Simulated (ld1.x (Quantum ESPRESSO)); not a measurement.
# Building the TM potential for europium (PBE, scalar-relativistic).

- Element: Eu
- Generator: ld1.x (Quantum ESPRESSO) 7.5
- Type: norm-conserving Troullier–Martins (Kleinman–Bylander form)
- Functional: PBE
- Relativity: scalar-relativistic
- Frozen core: [Kr] 4d10
- Valence charge: 17
- Reference configuration: 4f7 5s2 5p6 5d0 6s2 6p0
- Partial waves: 5s (bound): rc 1.70 bohr; 5p (bound): rc 2.10 bohr; 5d (bound, empty): rc 3.20 bohr; 4f (bound): rc 0.75 bohr
- Local potential: all-electron potential smoothed inside 0.70 bohr (lloc = -2)
- Core correction: none

Occupied shells without a wave of their own: 6s. They enter only through the test configuration that unscreens the potential.

All-electron outer shells of the reference configuration (PBE, scalar-relativistic, ld1.x):

| shell | level (eV) | outermost node (bohr) | outermost maximum (bohr) |
| --- | --- | --- | --- |
| 4p | -258.32 | 0.30 | 0.55 |
| 4d | -134.83 | 0.27 | 0.57 |
| 5s | -44.66 | 0.67 | 1.23 |
| 5p | -23.77 | 0.72 | 1.41 |
| 6s | -3.62 | 1.67 | 3.60 |
| 4f | -2.72 | – | 0.60 |
| 5d | -1.56 | 0.82 | 2.16 |
| 6p | -1.20 | 2.02 | 4.93 |

(1) Is a potential produced?

## Answers

(1) No. ld1.x (Quantum ESPRESSO) 7.5 stopped with "the pseudo-atom did not reach self-consistency". Before that it printed "Warning: n=2, l=0 expected 1 nodes, found 2".
